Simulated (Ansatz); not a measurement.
HfO₄H₄⁻, that is Hf(OH)4 with one electron more. Charge -1, multiplicity 2. Geometry PBE0-D4/def2-SVP, that of the neutral singlet.

Cartesian coordinates in Å:
```
Hf 0.000 0.000 0.000
O -1.310 -0.683 1.244
H -1.949 -1.021 1.864
O 0.349 -1.326 -1.360
H 0.514 -1.985 -2.028
O 1.636 0.401 0.945
H 2.442 0.607 1.409
O -0.675 1.609 -0.828
H -1.007 2.398 -1.245
```

In the def2 sets Hf takes a core potential; there is no spin–orbit coupling. At PBE-D4/def2-TZVPD, r2SCAN-D4/def2-TZVPD, PBE0-D4/def2-TZVPD the highest occupied level of the charge -1 doublet lies above zero (up to 1.89 eV). By energy differences it is unbound by 0.48 eV (vertical, to the charge 0 singlet, at PBE-D4/def2-TZVPD) and held by the finite basis.

Problem. Estimate the α-spin orbital energies around the gap (eV) in Ansatz with PBE-D4/def2-TZVPD, r2SCAN-D4/def2-TZVPD, PBE0-D4/def2-TZVPD.

Solution. 
```tsv
orbital	PBE-D4/def2-TZVPD	r2SCAN-D4/def2-TZVPD	PBE0-D4/def2-TZVPD
HOMO−5	-3.71	-4.12	-5.43
HOMO−4	-3.71	-4.12	-5.43
HOMO−3	-3.13	-3.54	-4.82
HOMO−2	-3.13	-3.54	-4.82
HOMO−1	-3.13	-3.54	-4.82
HOMO	1.89	1.89	1.66
LUMO	2.32	2.38	2.67
LUMO+1	2.32	2.38	2.67
LUMO+2	2.33	2.38	2.68
LUMO+3	3.45	3.55	3.91
LUMO+4	3.45	3.55	3.91
LUMO+5	3.45	3.55	3.91
β HOMO	-3.11	-3.54	-4.81
β LUMO	2.22	2.39	2.71
```
